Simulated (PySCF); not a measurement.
Computed shifts of a molecule C5H7FO, PBE/pcSseg-1 in PySCF, GIAO, gas phase, equivalent atoms averaged, in ppm (number of nuclei): ¹³C: 158.2 (1), 136.3 (1), 84.0 (1), 40.3 (1), 22.0 (1). ¹⁹F: -210.3 (1). ¹H: 6.55 (1), 5.05 (1), 4.59 (1), 3.77 (1), 1.50 (3). References: ¹³C against TMS (σ = 182.0 ppm); ¹⁷O against H2O (σ = 334.3 ppm); ¹⁹F against CFCl3 (σ = 133.6 ppm); ¹H against TMS (σ = 31.49 ppm), references at their B3LYP-D3(BJ)/def2-TZVP geometries, non-relativistic. Geometry optimised at B3LYP-D3(BJ)/def2-SVP. The values are those of a single conformer.

Question: Pick the molecule that these values belong to.
(A) O=C[C@H](F)C1CC1
(B) C[C@H]1C=C(F)OC1
(C) C[C@H]1CO/C1=C\F
(D) C=C1COC[C@H]1F

Answer: C, C[C@H]1CO/C1=C\F
